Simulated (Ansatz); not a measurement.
Species: BF (charge +1, doublet). 
Structure (B3LYP-D3(BJ)/def2-TZVP (Ansatz, a program for electronic structure) minimum search):
SMILES: [F+][B]
```xyz
2

B      0.0000     0.0000    -0.7810
F      0.0000     0.0000     0.4339
```
Charge +1, spin multiplicity 2.

Computed values are from Ansatz. Cores are frozen in the correlated levels unless marked. UHF or UKS for open shells. Spin-orbit coupling is left out. Non-relativistic. CBS(X,Y): correlation extrapolated as X^-3; Hartree-Fock from the larger set (for Q and 5 zeta extrapolated as (X+1)exp(-9√X)).

- vertical ionisation energy (to the singlet): 23.33 eV at CCSD(T)/CBS(aug-cc-pVTZ,aug-cc-pVQZ)
- vertical electron affinity (to the singlet; negative means unbound): 11.02 eV at CCSD(T)/CBS(aug-cc-pVTZ,aug-cc-pVQZ)
- total energy: -124.1539 Eh at CCSD(T)/CBS(cc-pVQZ,cc-pV5Z)
- T1 diagnostic: 0.018 at CCSD/cc-pV5Z
